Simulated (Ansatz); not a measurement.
This geometry of AlF$_{2}$H$_{4}$NO (9 atoms, charge 0, multiplicity 1) is a first-order saddle point.

These are results of RKS PBE-D4/def2-SVP in Ansatz 0.2.0, not measurements.

```xyz
9
Properties=species:S:1:pos:R:3
Al -0.022 0.212 0.198
N -0.016 0.077 2.077
H -0.767 -0.445 2.544
H 0.859 -0.125 2.576
F 1.443 -0.004 -0.588
F -1.437 -0.309 -0.545
O -0.277 2.053 0.679
H -1.126 2.493 0.487
H -0.283 1.525 1.662
```

Q: Which two structures does it join? (They come from a converged band through this point; their orientation in space is the band's.)

A: Bonds broken: O7–H9. Bonds formed: N2–H9.

Image 0:

```xyz
9
Properties=species:S:1:pos:R:3
Al -0.006 0.181 0.255
N -0.003 0.013 2.096
H -0.749 -0.523 2.553
H 0.871 -0.201 2.589
F 1.440 0.002 -0.576
F -1.446 -0.230 -0.512
O -0.272 2.090 0.650
H -1.159 2.431 0.423
H -0.304 1.714 1.614
```

Image 8:

```xyz
9
Properties=species:S:1:pos:R:3
Al -0.201 0.536 0.165
N -0.008 0.127 2.128
H -0.704 -0.558 2.450
H 0.930 -0.224 2.365
F 1.330 0.120 -0.415
F -1.424 -0.541 -0.282
O -0.592 2.205 0.397
H -0.794 2.796 -0.343
H -0.164 1.016 2.626
```

Q: How far does it lie above each of them?

A: 0.009 eV above the first and 0.846 eV above the second. This is the barrier of this one path; another mechanism may lie lower. The orbitals stay closed-shell, which can raise the energy where a bond breaks towards radicals; this wasn't checked here.

Run time: 71 s on 2 threads of Intel(R) Xeon(R) 6975P-C (Granite Rapids) (shared host), peak memory 0.15 GiB.
